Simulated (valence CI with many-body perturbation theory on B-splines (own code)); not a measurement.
# E1 transitions of Yb38+

Calculated by valence CI with perturbative core correlation (CI+MBPT): four valence electrons over a frozen Dirac-Fock core [Ar] 3d10, radial functions for each j: 11 s, 11 p, 10 d, 8 f, 5 g, 2 h, with the one-electron correlation potential Σ1 (screened to all orders), the two-electron term Σ2, the three-electron term Σ3, Breit, model QED; selected single and double excitations, second order for the rest, scaled by the run's own slope (own B-spline code, finite nucleus).

No measured spectrum was set against this ion. As an estimate, large intervals hold to a few tenths of a per cent, small ones and those within an open d or f shell to about a per cent. Among the levels kept, up to 410 cm⁻¹ of a level comes from second order outside the variational space, and about a tenth of that is noise between levels of different J, which matters for small intervals.

Lines 51 to 100 of 565 in falling wavelength, among levels below 40.967 Ry, chosen from the strongest by gf and those to the six lowest levels. Wavelengths and rates use the calculated energies. Electric multipoles are in the length gauge, E1 and E2 with the static RPA response of the core. Weak lines are less certain than strong ones. Lines between different terms over intervals too small for the method are left out, as are lines whose strength nearly cancels. Where a level lies close to another of its J and parity, the split of strength between their lines is uncertain. The highest levels of a list are the least certain.

Levels are named by their leading jj configuration (3d3/2^4 stands for four electrons in 3d with j = 3/2), which in mixed levels can hold well under half, so a name can repeat and another be missing. Letters in brackets count levels of one name in rising energy.

```tsv
λ vac (Å)	Upper	Lower	A (s⁻¹)	S (a.u.)
125.3	(4p1/2 4p3/2^2 4d5/2) J=4 [b]	(4s 4p3/2^2 4d5/2) J=5	1.47e+10	1.29e-01
124.5	(4s 4p1/2^2 4p3/2) J=1	(4s^2 4p1/2 4p3/2) J=1	6.40e+09	1.83e-02
124.0	(4p1/2^2 4p3/2 4d5/2) J=2	(4s 4p1/2 4p3/2 4d5/2) J=3 [a]	1.82e+10	8.59e-02
123.7	(4s 4p1/2 4p3/2^2) J=2 [b]	(4s^2 4p3/2^2) J=2	1.64e+10	7.65e-02
123.5	(4p1/2 4p3/2^2 4d5/2) J=4 [a]	(4s 4p3/2^2 4d3/2) J=4	7.77e+09	6.51e-02
122.4	(4s 4p1/2 4p3/2^2) J=1 [b]	(4s^2 4p3/2^2) J=2	1.47e+10	4.00e-02
121.3	(4s 4p1/2 4p3/2 4f5/2) J=4 [b]	(4s 4p3/2^2 4d5/2) J=5	9.99e+09	7.91e-02
119.7	(4p1/2 4p3/2^2 4d5/2) J=5	(4s 4p3/2^2 4d5/2) J=5	2.07e+10	1.93e-01
119.6	(4p1/2^2 4p3/2 4d3/2) J=2	(4s 4p1/2 4p3/2 4d3/2) J=3 [a]	3.24e+10	1.37e-01
119.3	(4p1/2^2 4p3/2 4d5/2) J=4	(4s 4p1/2 4p3/2 4d5/2) J=5	2.78e+10	2.10e-01
117.2	(4s 4p1/2^2 4f7/2) J=4	(4s 4p1/2 4p3/2 4d5/2) J=4 [a]	8.32e+09	5.95e-02
115.4	(4s 4p1/2 4p3/2 4d3/2) J=2 [d]	(4s^2 4p3/2 4d3/2) J=3	1.55e+10	5.87e-02
111.8	(4p1/2^2 4p3/2 4d3/2) J=1	(4s 4p1/2 4p3/2 4d3/2) J=2 [a]	3.29e+10	6.80e-02
110.2	(4p1/2^2 4p3/2 4d5/2) J=4	(4s 4p1/2 4p3/2 4d5/2) J=4 [a]	1.33e+10	7.88e-02
91.84	(4s^2 4p1/2 4d3/2) J=2	(4s^2 4p1/2 4p3/2) J=2	3.89e+09	7.43e-03
89.23	(4s^2 4p1/2 4d3/2) J=2	(4s^2 4p1/2 4p3/2) J=1	2.38e+08	4.18e-04
89.19	(4s^2 4p3/2 4d3/2) J=1	(4s^2 4p3/2^2) J=0	6.20e+07	6.51e-05
88.37	(4s 4p1/2^2 4d3/2) J=1	(4s 4p1/2^2 4p3/2) J=2	5.69e+09	5.82e-03
86.77	(4s 4p1/2 4p3/2^2) J=2 [a]	(4s^2 4p1/2 4p3/2) J=2	1.90e+08	3.06e-04
86.74	(4s 4p1/2^2 4d3/2) J=2	(4s 4p1/2^2 4p3/2) J=2	1.69e+10	2.72e-02
85.69	(4s 4p1/2 4d3/2 4d5/2) J=5	(4s 4p1/2 4p3/2 4d5/2) J=5	1.31e+10	4.46e-02
84.44	(4s 4p1/2 4p3/2^2) J=2 [a]	(4s^2 4p1/2 4p3/2) J=1	2.49e+09	3.71e-03
84.41	(4s^2 4p3/2 4d3/2) J=2	(4s^2 4p3/2^2) J=2	2.50e+07	3.71e-05
83.81	(4s 4p3/2^2 4d5/2) J=5	(4s^2 4p3/2 4d5/2) J=4	1.54e+10	4.93e-02
83.47	(4s^2 4p3/2 4f7/2) J=4 [a]	(4s^2 4p3/2 4d5/2) J=3	2.09e+10	5.40e-02
83.03	(4s 4p1/2 4p3/2 4d5/2) J=4 [b]	(4s^2 4p1/2 4d5/2) J=3	1.63e+10	4.15e-02
83.00	(4s^2 4p3/2 4d3/2) J=3	(4s^2 4p3/2^2) J=2	4.68e+09	9.25e-03
82.63	(4s 4p1/2 4p3/2^2) J=3	(4s^2 4p1/2 4p3/2) J=2	7.76e+08	1.51e-03
82.03	(4s^2 4p1/2 4d3/2) J=1	(4s^2 4p1/2 4p3/2) J=2	3.52e+09	2.88e-03
80.28	(4s 4p1/2 4d5/2^2) J=5	(4s 4p1/2 4p3/2 4d5/2) J=4 [b]	3.83e+10	1.08e-01
79.95	(4s^2 4p1/2 4d3/2) J=1	(4s^2 4p1/2 4p3/2) J=1	8.09e+08	6.12e-04
79.69	(4s 4p1/2 4p3/2 4f7/2) J=2 [c]	(4s 4p1/2 4p3/2 4d5/2) J=3 [d]	3.36e+10	4.20e-02
79.36	(4s 4p1/2 4p3/2 4f5/2) J=2 [d]	(4s 4p1/2 4p3/2 4d3/2) J=2 [d]	5.16e+10	6.36e-02
79.21	(4s^2 4d3/2 4d5/2) J=4	(4s^2 4p3/2 4d3/2) J=3	4.83e+10	1.07e-01
79.03	(4s^2 4p3/2 4f5/2) J=3	(4s^2 4p3/2 4d3/2) J=2	2.78e+10	4.74e-02
78.91	(4s 4p1/2 4p3/2 4d3/2) J=3 [c]	(4s 4p1/2 4p3/2^2) J=2 [a]	2.38e+10	4.05e-02
78.45	(4s 4p1/2 4p3/2 4f7/2) J=5 [a]	(4s 4p1/2 4p3/2 4d5/2) J=5	2.43e+10	6.36e-02
78.35	(4s 4p1/2 4d3/2 4d5/2) J=4 [b]	(4s 4p1/2 4p3/2 4d3/2) J=4	7.43e+10	1.59e-01
78.13	(4s 4p1/2 4d3/2 4d5/2) J=4 [c]	(4s 4p1/2 4p3/2 4d3/2) J=3 [b]	8.90e+10	1.89e-01
78.05	(4s 4p1/2 4d3/2 4d5/2) J=5	(4s 4p1/2 4p3/2 4d3/2) J=4	5.63e+10	1.45e-01
78.04	(4s 4p1/2 4d3/2 4d5/2) J=4 [a]	(4s 4p1/2 4p3/2 4d3/2) J=3 [a]	7.87e+10	1.66e-01
77.93	(4s 4p1/2 4p3/2 4f5/2) J=3 [e]	(4s^2 4p1/2 4f5/2) J=3	5.80e+10	9.48e-02
77.90	(4s 4p1/2 4d3/2 4d5/2) J=3 [c]	(4s 4p1/2 4p3/2 4d3/2) J=2 [c]	6.06e+10	9.90e-02
77.73	(4s 4p1/2 4p3/2 4d5/2) J=3 [a]	(4s 4p1/2 4p3/2^2) J=3	2.72e+10	4.42e-02
77.71	(4s 4p1/2 4d3/2 4d5/2) J=3 [a]	(4s 4p1/2 4p3/2 4d3/2) J=2 [a]	7.72e+10	1.25e-01
77.71	(4s 4p1/2 4p3/2 4f5/2) J=4 [b]	(4s 4p1/2 4p3/2 4d5/2) J=3 [b]	5.21e+10	1.09e-01
77.70	(4s^2 4p3/2 4f5/2) J=4	(4s^2 4p3/2 4d5/2) J=3	3.12e+10	6.50e-02
77.64	(4p1/2^2 4p3/2 4d5/2) J=1	(4p1/2^2 4p3/2^2) J=0	1.80e+11	1.24e-01
77.62	(4s 4p1/2 4p3/2 4d5/2) J=0	(4s 4p1/2 4p3/2^2) J=1 [b]	2.00e+11	4.61e-02
77.55	(4s 4p3/2^2 4d5/2) J=1 [c]	(4s 4p3/2^3) J=1	7.74e+10	5.34e-02
```
